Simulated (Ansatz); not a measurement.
Geometry optimisation, UKS PBE0/def2-SVP in Ansatz.

input.yaml

```yaml
crystal:
  periodic: [false, false, false]
  atoms:
    - { symbol: O, position_ang: [-1.7553, -0.3972, -0.1866] }
    - { symbol: In, position_ang: [0.1689, 0.0105, 0.1171] }
    - { symbol: H, position_ang: [1.04, -1.0974, 0.7144] }
    - { symbol: H, position_ang: [0.6019, 1.4238, -0.6652] }
magnetization:
  spin_polarized: true
  initial_magnetization: 1
basis:
  gaussian: { orbitals: def2-SVP }
hamiltonian:
  xc: pbe0
relax:
  f_tol: 0.02
  max_steps: 50
output:
  orbitals: {}
```

Launched with:

```bash
$ ansatz run input.yaml --threads 1 --pin off --max-ram 2048MiB --backend cpu --events-out ev --progress --plain --runs-dir out
```

Where does it end, and by what steps?

It converged. After 4 steps the energy has fallen by 0.332 eV; H3 moved furthest, 0.15 Å.

```
step  energy less start (eV)  largest force component (eV/Å)  accepted
   0                  0.0000                           2.394       yes
   1                 -0.3210                           0.452       yes
   2                 -0.3315                           0.048       yes
   3                 -0.3324                           0.023       yes
   4                 -0.3324                           0.001       yes
```

```xyz
4
Properties=species:S:1:pos:R:3
O -1.793 -0.411 -0.162
In 0.178 0.021 0.009
H 1.070 -1.202 0.815
H 0.600 1.532 -0.683
```

Whether the end is a true minimum wasn't checked by a vibrational analysis.

Run time: 20 s on 1 thread of Intel(R) Xeon(R) Platinum 8259CL CPU @ 2.50GHz (Skylake/Cascade Lake), with other jobs on the host, peak memory 0.15 GiB.
